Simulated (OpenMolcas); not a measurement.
Ru2+: moving or changing the point charges

Ru2+ among 3 point charges of -3 e arranged as a planar triangle (D3h), 2.13 Å from the ion.

* Program: OpenMolcas 26.06
* Method: CASSCF
* Basis: ANO-RCC-VDZP [6s5p3d1f]
* Scalar Hamiltonian: DKH2, point nucleus
* Active space: 6 electrons in 5 orbitals (4d)
* State averaging: 2S+1 = 5 even, 5 roots; 2S+1 = 3 even, 45 roots; 2S+1 = 1 even, 50 roots
* Spin-orbit coupling: RASSI with atomic mean-field integrals over the reference wave functions

Runs around this geometry, states (labels of D3, the rotations of D3h). Energies in cm-1 above the lowest state or level, χT in cm3 K/mol.

| R (Å) | q (e) | Ground state | First state of that spin | First gap with spin-orbit (degeneracies) | χT at 300 K | First state of another spin |
| --- | --- | --- | --- | --- | --- | --- |
| 2.13 | -1.5 | 5A1 | 5E 3065 | 62.7 (1, 2) | 4.023 | 3A2 17373 |
| 2.13 | -3 | 5A1 | 5E 12382 | 35.7 (1, 2) | 3.201 | 3A2 13353 |
| 2.23 | -3 | 5A1 | 5E 9716 | 39.2 (1, 2) | 3.288 | 3A2 14912 |

Taking the first state of the same spin as R^-n, n = -ln(9716 / 12382) / ln(2.23 / 2.13) = 5.3 between the shortest and longest distance.

Scaling the charges by -1.5 / -3 = 0.50 scales the first state of the same spin by 3065 / 12382 = 0.25; with fixed orbitals a first-order splitting would follow the charge.

Without dynamic correlation the repulsion within the d shell is too large (B by tens of per cent), so at a given field states of lower spin stand too high. Point charges give a weaker field than real ligands, and real ions of this kind are as a rule low spin; the high spin found here belongs to the model. This is an electrostatic model: the charges have no orbitals. No measured value stands beside these numbers.
